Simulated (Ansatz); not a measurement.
# Which method gave which barrier?

Saddle point of BH$_{3}$SO$_{2}$F$_{2}$, singlet (BHSF₂ ([F][B]([F])[SH]) + H₂O₂ ([OH][OH]) → BHO₂F₂ ([OH][O][B]([F])[F]) + H₂S; bonds formed: B1–O6, S2–H5; bonds broken: B1–S2, H5–O6), PBE0-D4/def2-TZVP structure:

B1  (-0.500, -0.623, -0.208)
S2  (1.164, -1.409, 0.748)
F3  (-0.803, -1.268, -1.343)
F4  (-1.494, -0.422, 0.668)
H5  (1.155, 0.160, 0.355)
O6  (0.346, 0.637, -0.459)
O7  (-0.359, 1.873, -0.421)
H8  (0.659, -1.158, 1.967)
H9  (-0.167, 2.210, -1.307)
(Å)

Computed with Ansatz 0.2.0 (basis: def2-TZVPP, with def2-QZVPP for the basis limit); correlated methods freeze the cores. B3LYP uses VWN-RPA correlation. Extrapolation: Hartree–Fock as exp(−7.88 √X), correlation as X^−2.97. Four methods, as single points on the PBE0-D4 structures, gave these electronic barriers from the start structure: 0.208, 0.630, 0.819, 1.212 eV.

The methods were, in alphabetical order, B3LYP-D4, BHLYP-D4, HF, SPW92. Which gave which? (A judgement: the text doesn't fix the answer.)

By the calculation: SPW92 0.208; B3LYP-D4 0.630; BHLYP-D4 0.819; HF 1.212 eV. For comparison, CCSD(T) at an estimated basis limit (MP2 extrapolated from triple and quadruple zeta, plus CCSD(T) − MP2 in triple zeta) gives 0.735 eV.

T1 diagnostic: at most 0.014.

Labels in which every atom is bracketed show which atoms are joined, not bond orders.

For scale, one of the runs: CCSD(T)/def2-TZVPP, 239 basis functions, launched by `ansatz run in.yaml --threads 8 --pin off --events-out ev --progress --plain --max-ram 19148MiB`. Hardware: 8 CPU threads of an Intel Xeon Platinum 8488C, shared host. Wall time 55 s; peak host memory 5.1 GiB.
